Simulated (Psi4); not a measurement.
C$_{4}$H$_{8}$O, singlet, geometry from GFN2-xTB. Base run: B3LYP/STO-3G run with Psi4.

Geometry (Å):
```xyz
13

C     -0.1495     1.2274    -0.2113
C      1.0324     0.5385     0.4668
C      0.8432    -0.9056     0.0031
O     -0.5526    -1.1062    -0.1512
C     -1.2242     0.1436    -0.1199
H     -0.4505     2.1498     0.2797
H      0.0863     1.4395    -1.2549
H      1.9965     0.9450     0.1708
H      0.9351     0.6033     1.5513
H      1.2218    -1.6409     0.7183
H      1.3379    -1.0712    -0.9646
H     -1.7803     0.2242     0.8246
H     -1.9379     0.1765    -0.9478
```
Charge 0, spin multiplicity 1.
All else is at Psi4's defaults (density fitting).
Base energy -229.53378 Eh.

Variants of this job, named by their change:

```tsv
change	ΔE vs base (mEh)	SCF cycles	grid points	basis functions
base	0.000	7	273638	33
guess = huckel	0.000	10	273638	33
puream = true	0.000	7	273638	33
d_convergence = 1e-4	0.000	6	273638	33
dft_spherical_points = 110	0.066	7	99903	33
dft_basis_tolerance = 1e-8	0.000	7	270598	33
scf_type = dfdirj+cosx	-0.262	8	273638	33
dft_nuclear_scheme = stratmann	0.006	7	252513	33
guess = sadno	0.000	8	273638	33
scf_type = pk	1.468	7	273638	33
level_shift = 1.0	0.000	7	273638	33
df_basis_scf = cc-pvqz-jkfit	1.318	7	273638	33
scf_type = mem_df	0.000	7	273638	33
```
